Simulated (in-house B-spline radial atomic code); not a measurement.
Results of a calculation; reference values are marked as such.
## Two electrons in Ge: a Gaussian well −V exp(−r²/w²) with V = 8.39 meV and w = 69.8 nm

For Ge the NSM archive of the Ioffe Institute lists m_l = 1.6 m0, m_t = 0.08 m0 and ε = 16.2; the model takes one isotropic valley with the conductivity mass 3/(1/m_l + 2/m_t) = 0.117 m0, and so misses anisotropy and the other valleys. All triplets below are those of one valley; with several valleys two electrons can form a triplet in the 1s orbital itself, at an energy set by the valley splitting.

Effective-mass model with parabolic bands, a uniform dielectric constant, no image charges, no central-cell or spin-orbit terms. Two-electron levels come from full CI in B-splines with partial waves to l = 5 (up to 0.001 effective hartree above the limit).

(1) What are the effective units, and what is the potential in them?

In these units the lowest s and p orbitals lie at -0.517186 and -0.408117, and their Coulomb and exchange integrals are J_ss = 0.265002, J_sp = 0.216337 and K_sp = 0.04227. Full CI gives -0.824510 for the ground singlet, -0.767431 for the sp triplet, -0.721883 for the sp singlet and -0.681617 for the lowest triplet of two s orbitals.

(2) What does it cost to add the second electron, to first order and exactly?

(3) How far above the singlet do the triplets lie?

Results:

(1) Ha* = 27211.386 meV × 0.117/16.2² = 12.13 meV and a* = 0.0529177 nm × 16.2/0.117 = 7.327 nm. V = 0.692 Ha* and w = 9.52 a*.

(2) To first order E = 2ε_s + J_ss = -0.769370, so the charging energy E(2) − 2E(1) is J_ss = 3.215 meV. CI gives -0.824510 − 2 × (-0.517186) = 0.209863, or 2.546 meV: relaxation and correlation lower it by 0.6689 meV, 20.8 % of J_ss. The s² configuration of one-electron orbitals holds 82.6 % of the state, and the mean radius is 30.2 nm. The second electron is bound by ε_s − E = 3.728 meV, against 6.274 meV for the first.

(3) To first order the sp triplet lies at ε_s + ε_p + J_sp − K_sp = -0.751242, which is 0.2199 meV above 2ε_s + J_ss. CI gives -0.767431 − (-0.824510) = 0.057079, or 0.6924 meV, 52 % of the orbital spacing of 1.323 meV. The ss triplet lies 1.733 meV up, so the lower of the two is the sp one, and its gap equals k_BT at 8.04 K. The sp singlet-triplet splitting is 0.5526 meV, against 2K_sp = 1.026 meV.
